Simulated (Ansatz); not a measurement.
**Loss of CH4: C3H8Sn → C2H4Sn + CH4**

Species: C3H8Sn `C=C[CH2][SnH3]`, singlet; C2H4Sn `C#[C][SnH3]`, singlet; CH4 (methane) `C`, singlet. 

Shapes, held fixed at every level: PBE0-D4/def2-TZVP. Flexible molecules stand in one conformer, not always the lowest. Programs: Ansatz 0.2.0. The zero-point and thermal change to 298 K, harmonic and unscaled (PBE0-D4/def2-TZVP), is -11.5 kJ/mol.

```tsv
level	kind	ΔH(298 K) (kJ/mol)	less CCSD(T)/def2-TZVPP	CPU time (sum over the molecules)
r2SCAN-D4/def2-TZVPP	meta-GGA	+121.1	+21.4	18 s
PBE0-D4/def2-TZVPP	global hybrid	+133.8	+34.1	12 s
wB97M-V/def2-TZVPP	range-separated hybrid	+109.4	+9.7	41 s
MP2/def2-SVP	perturbation theory	+103.9	+4.2	–
CCSD(T)/def2-SVP	coupled cluster or CI	+107.9	+8.2	23 s
CCSD/def2-TZVPP	coupled cluster or CI	+98.4	-1.3	–
CCSD(T)/def2-TZVPP	coupled cluster or CI	+99.7	0.0	7.5 min
```

The highest level, CCSD(T)/def2-TZVPP, gives ΔH(298 K) = +99.7 kJ/mol; the levels span +98.4 to +133.8. The column of differences is taken from that level and isn't an error. No measured value is set beside it here. For atoms past krypton def2 sets carry core potentials with scalar relativity. Correlated rows may include outer-core shells of Sn, which these sets cover unevenly. Times are processor times on shared x86 and Arm servers, and rough.
